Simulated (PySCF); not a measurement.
Computed shifts of a molecule C2H8AlNO, PBE0/pcSseg-1 in PySCF, GIAO, gas phase, atoms alike by connectivity averaged where their shifts nearly agree, in ppm (number of nuclei): ¹³C: 12.3 (1), -2.1 (1). ¹H: 1.53 (1), 1.45 (3), 0.58 (2), 0.51 (1), 0.22 (1). ¹⁵N: 22.5 (1). References: ¹³C against TMS (σ = 186.3 ppm); ¹H against TMS (σ = 31.56 ppm); ¹⁷O against H2O (σ = 334.2 ppm); ¹⁵N against NH3 (σ = 267.4 ppm), references at their B3LYP-D3(BJ)/def2-TZVP geometries, non-relativistic. The structure is a stationary point at PBE0-D3(BJ)/def2-SVP. One conformer was computed; it need not be the lowest.

Task: Identify the compound among the candidates.
(A) C[NH][AlH][O]C
(B) C[NH][Al]([CH3])[OH]
(C) C[N](C)[AlH][OH]
(D) C[CH2][Al]([NH2])[OH]

Result: D, C[CH2][Al]([NH2])[OH]
